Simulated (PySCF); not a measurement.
Gas-phase reaction: Si2O(OH)6 + 2 HO2 ⇌ 2 Si(OH)4 + 3 O, at 600 K and a standard pressure of 1 bar. Level: LDA/def2-TZVP†.

Method: PySCF energies plus ideal-gas RRHO corrections (1 bar). † marks an energy on the PBE0/def2-TZVP geometry and frequencies. Open shells (unrestricted): HO2 (multiplicity 2), O (multiplicity 3, electronic degeneracy 9); the rest are closed-shell singlets. Spin-orbit splitting is ignored; it lowers the true energy and changes the entropy of O. No R ln 2 is added for the mirror-image form of Si2O(OH)6. Si2O(OH)6: computed as isolated molecules; such fragments, hydroxides, amides, oligomers or adducts are transient or little studied in the gas. The harmonic model lacks anharmonicity and excited electronic states, which grow with temperature; levels with a mode under 35 cm⁻¹ are left out. Internal rotation in Si2O(OH)6, Si(OH)4 is treated as a harmonic vibration of one conformer, which makes the entropy rough.

| species | E (Ha) | H(600 K) − E (kJ/mol) | S°(600 K) (J/mol/K) |
|---|---|---|---|
| Si2O(OH)6 | -1103.85586 | 354.7 | 614.3 |
| HO2 | -149.90297 | 59.1 | 254.6 |
| Si(OH)4 | -589.87375 | 215.0 | 422.6 |
| O | -74.52558 | 12.5 | 176.2 |
E: electronic energy; H − E holds the zero-point and thermal terms. 1 Ha = 2625.5 kJ/mol.

Problem. Work out ΔH°, ΔS°, ΔG° and log10 K from these numbers.

Solution. 1. ΔE = 2×(-589.87375) + 3×(-74.52558) − 1×(-1103.85586) − 2×(-149.90297) = 0.33756 Ha = 886.3 kJ.
2. Δ(H − E) = 2×(215.0) + 3×(12.5) − 1×(354.7) − 2×(59.1) = -5.4 kJ, so ΔH° = 880.9 kJ.
3. ΔS° = 2×(422.6) + 3×(176.2) − 1×(614.3) − 2×(254.6) = 250.3 J/K; the number of gas molecules changes by +2.
4. ΔG° = ΔH° − TΔS° = 880.9 − 600×(250.3)/1000 = 730.7 kJ.
5. log10 K = −ΔG°/(RT ln 10) = -63.59, with RT ln 10 = 11.49 kJ/mol; at standard pressures the reactants are favoured.
6. A shift of 10 kJ in ΔE would move log10 K by 0.87 here.
For scale, ΔH°(298 K) is 874 kJ at this level, 536 kJ at ωB97M-V/def2-TZVP†, and runs from -52 to 1451 kJ over the 18 levels computed.
